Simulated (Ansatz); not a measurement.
Computed with Ansatz on PBE0-D4/def2-TZVP structures; ΔE is electronic, products minus reactants. CBS: MP2 limit from def2 TZ/QZ plus the TZ coupled-cluster correction, frozen cores. Functionals use def2-TZVPP. B3LYP here is the variant with VWN-RPA as its local correlation; programs differ in this. One conformer a species, not always the lowest.

Consider the ligand exchange at a B–C bond: `BC(=C)C` + `C[SiH](O)F` → `BO[SiH](C)F` + `C=CC`.

```csv
level,ΔE (kJ/mol)
PBE-D4,-110.2
r2SCAN-D4,-115.6
B3LYP-D4,-118.7
MP2/def2-TZVPP,-114.3
```

(1) What does CCSD(T)/CBS give? (Estimate.)

Largest T1 diagnostic among the species: 0.012.

Answers

(1) The calculation gave: -115.3 kJ/mol. The listed levels differ from it by 5.1, -0.3, -3.4, 1.0 kJ/mol.

In def2-TZVPP, CCSD(T) changes the Hartree–Fock value by +11.2 kJ/mol (the triples alone add +2.1 kJ/mol) and MP2 by +13.5 kJ/mol.
